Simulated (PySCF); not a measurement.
Molecule: SMILES CB(C)N[SiH2]N, C$_{2}$H$_{11}$BN$_{2}$Si.

Geometry (Å), atoms numbered from 1 in this order:
```xyz
17

C    -1.712    1.687    0.456
B    -0.946    0.328    0.142
C    -1.772   -1.004   -0.095
N     0.452    0.327    0.065
Si    1.587   -0.950   -0.259
N     3.111   -0.150   -0.114
H    -2.633    1.528    1.013
H    -1.107    2.402    1.012
H    -1.995    2.175   -0.477
H    -2.542   -0.865   -0.852
H    -1.153   -1.844   -0.398
H    -2.291   -1.293    0.817
H     0.901    1.209    0.270
H     1.586   -1.979    0.781
H     1.298   -1.525   -1.584
H     3.939   -0.721   -0.134
H     3.271    0.686   -0.653
```

Frames of a GFN2-xTB Langevin trajectory at 300 K; GIAO PBE0/pcSseg-1 shieldings in PySCF 2.14, gas phase, non-relativistic; equivalent atoms averaged within each frame.

Shifts are taken against calculated references (same method and geometry level): 13C (σ = 186.93 ppm), 29Si (σ = 349.16 ppm), 1H (σ = 31.72 ppm) against TMS; 11B (σ = 100.07 ppm) vs BF3·OEt2; 15N (σ = 267.73 ppm) against NH3. The references are static minima.

Question: How do the shifts (ppm) fluctuate along the trajectory?

Answer: 
| time (fs) | C1/C3 | B2 | N4 | N6 | Si5 | H14/H15 | H13 | H7/H8/H9/H10/H11/H12 | H16/H17 |
| --- | --- | --- | --- | --- | --- | --- | --- | --- | --- |
| 250 | 8.8 | 47.1 | 116.6 | 3.3 | -39.5 | 5.27 | 4.26 | 0.58 | -0.33 |
| 425 | 4.8 | 47.0 | 130.1 | 7.2 | -35.9 | 5.74 | 3.88 | -0.01 | -0.36 |
| 625 | 7.9 | 49.7 | 147.9 | 23.7 | -51.0 | 4.79 | 4.38 | 0.78 | 0.83 |
| 800 | 7.4 | 54.4 | 107.5 | 6.3 | -47.4 | 5.43 | 3.09 | 0.53 | -1.00 |
| 1000 | 4.0 | 53.3 | 140.0 | 14.2 | -33.2 | 5.96 | 4.33 | 0.36 | -0.31 |
| mean of frames | 6.5 | 50.3 | 128.4 | 10.9 | -41.4 | 5.44 | 3.99 | 0.45 | -0.23 |
| standard deviation | 2.1 | 3.4 | 16.5 | 8.2 | 7.6 | 0.45 | 0.54 | 0.30 | 0.66 |

5 frames give an uncertainty of the mean of about the standard deviation over 2.2 at best, since frames this close in time may not be independent; classical motion lacks zero-point vibration, and the reference would need the same averaging.
